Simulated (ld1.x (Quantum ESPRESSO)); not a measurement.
What the settings do to the TM potential of Cr (Z = 24)

Base potential:

```json
{"Element": "chromium (Cr)", "Generator": "ld1.x (Quantum ESPRESSO) 7.5", "Type": "norm-conserving Troullier–Martins (Kleinman–Bylander form)", "Functional": "PBE", "Relativity": "fully relativistic", "Frozen core": "[Ne] 3s2", "Valence charge": "12", "Reference configuration": "3p6 3d5 4s1 4p0", "Partial waves": "4s (bound): rc 1.90 bohr; 3p (bound): rc 0.80 bohr; 3d (bound): rc 2.25 bohr", "Local potential": "all-electron potential smoothed inside 2.05 bohr (lloc = -1)", "Core correction": "none"}
```

Open shells are filled in proportion to 2j + 1 (rel_dist='average').

All-electron outer shells of the reference configuration (PBE, scalar-relativistic, ld1.x):

```
shell  level (eV)  outermost node (bohr)  outermost maximum (bohr)
   2p     -560.70                      –                      0.20
   3s      -73.99                   0.36                      0.78
   3p      -45.44                   0.33                      0.80
   4s       -4.01                   1.12                      2.74
   3d       -2.91                      –                      0.84
   4p       -0.99                   1.25                      3.94
```

Cutoffs, loose and tight: the cutoffs (Ry, on a coarse ladder) from which the occupation-weighted sum of valence levels, in a spherical-Bessel basis at the reference potential, stays within 10 and 1 mRy of its value at 400 Ry. They do not see the model core or the augmentation charge, which bear on the density cutoff. Test errors are all-electron minus pseudo excitation energies from the reference, over the configurations 3p6 3d5 4s0 4p0; 3p6 3d4 4s0 4p0; 3p6 3d3 4s0 4p0; 3p6 3d4 4s1 4p0; 3p6 3d4 4s1 4p1; 3p6 3d6 4s0 4p0; 3p5 3d5 4s1 4p0. A dash means not determined; rows that change the core or the reference have their own tests.

A true bound ghost makes a file unfit for plane-wave use even where its test errors are small: the radial tests pick states by their node count and pass the ghost by.

```tsv
change	outcome	cutoff, loose	cutoff, tight	bound ghosts	largest test error (meV)
base	generated	110 Ry	230 Ry	none	+224
non-relativistic	generated	100 Ry	230 Ry	none	+234
local potential all-electron potential smoothed inside 2.20 bohr (lloc = -1)	generated	110 Ry	230 Ry	none	-292
functional BLYP	generated	110 Ry	230 Ry	none	+242
wave 4s (bound): rc 1.90 bohr becomes 4s (bound): rc 1.86 bohr	generated	100 Ry	230 Ry	none	+218
wave 3d (bound): rc 2.25 bohr becomes 3d (bound): rc 1.80 bohr	generated	110 Ry	230 Ry	none	-78
wave 3p (bound): rc 0.80 bohr becomes 3p (bound): rc 0.82 bohr	generated	110 Ry	200 Ry	none	+224
all radii scaled by about 1.41 (s 2.68, p 1.14, d 3.18 bohr); local potential all-electron potential smoothed inside 2.90 bohr (lloc = -1)	generated	80 Ry	110 Ry	none	-1106
core [Ne], valence charge 14; reference 3s2 3p6 3d5 4s0.5 4p0.5; waves now 3s (bound): rc 1.05 bohr; 3p (bound): rc 1.40 bohr; 3d (bound): rc 1.70 bohr; local potential the d channel	generated	120 Ry	200 Ry	none	+550
local potential the s channel	generated	110 Ry	230 Ry	none	-588
```

(1) What comes out with this change to the base: core correction a·sin(br)/r model core inside 0.74 bohr?

(2) What comes out with this change to the base: local potential all-electron potential smoothed inside 0.95 bohr (lloc = -1)?

Results:

(1) outcome: generated; cutoff, loose: 110 Ry; cutoff, tight: 230 Ry; bound ghosts: none; largest test error (meV): -163.

(2) outcome: generated; cutoff, loose: 100 Ry; cutoff, tight: 230 Ry; bound ghosts: s; largest test error (meV): -347.
